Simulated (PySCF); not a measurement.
CH3Cl2OSb, SMILES C[O][Sb]([Cl])[Cl].

The structure is a stationary point at PBE0-D3(BJ)/def2-SVP. The structure was generated by enumeration; whether it is a known compound was not checked. The def2 effective core potentials stand for the cores of Sb; spin–orbit coupling is left out. One conformer was computed; it need not be the lowest.

These are PySCF 2.14.0 with TDA-M06-2X/def2-SVPD values and carry that method's errors.

Vertical excitations. The molecule is in vacuum. State labels are in the subgroup Cs.

| state | symmetry | energy (eV) | λ (nm) | f | main pairs |
|---|---|---|---|---|---|
| S1 | A" | 5.99 | 207 | 0.069 | HOMO→LUMO+1 70 %, HOMO−2→LUMO 13 % |
| S2 | A' | 6.00 | 207 | 0.118 | HOMO→LUMO 91 % |
| S3 | A" | 6.30 | 197 | 0.015 | HOMO−1→LUMO 77 % |
| S4 | A' | 6.39 | 194 | 0.010 | HOMO−1→LUMO+1 49 %, HOMO−2→LUMO+1 29 % |
| S5 | A" | 6.43 | 193 | 0.010 | HOMO−2→LUMO 36 %, HOMO−3→LUMO+1 26 %, HOMO−1→LUMO+2 16 %, HOMO−4→LUMO 7 % |
| S6 | A' | 6.57 | 189 | 0.001 | HOMO−2→LUMO+1 38 %, HOMO−1→LUMO+1 31 %, HOMO−3→LUMO 13 % |
| S7 | A" | 6.60 | 188 | 0.028 | HOMO−4→LUMO 66 % |
| S8 | A' | 6.64 | 187 | 0.015 | HOMO−3→LUMO 43 %, HOMO−4→LUMO+1 22 %, HOMO−2→LUMO+1 21 % |
| S9 | A" | 6.72 | 184 | 0.007 | HOMO−1→LUMO+2 54 %, HOMO−3→LUMO+1 21 % |
| S10 | A' | 6.85 | 181 | 0.029 | HOMO−4→LUMO+1 56 %, HOMO−3→LUMO 33 % |
| T1 | A" | 4.62 | 269 | 0 | HOMO→LUMO+1 88 % |
| T2 | A' | 4.64 | 267 | 0 | HOMO→LUMO 85 % |
| T3 | A" | 5.95 | 208 | 0 | HOMO−2→LUMO 42 %, HOMO−1→LUMO 35 %, HOMO−2→LUMO+2 7 % |
| T4 | A' | 5.98 | 207 | 0 | HOMO−1→LUMO+1 74 % |
Triplets are in the Tamm–Dancoff approximation.
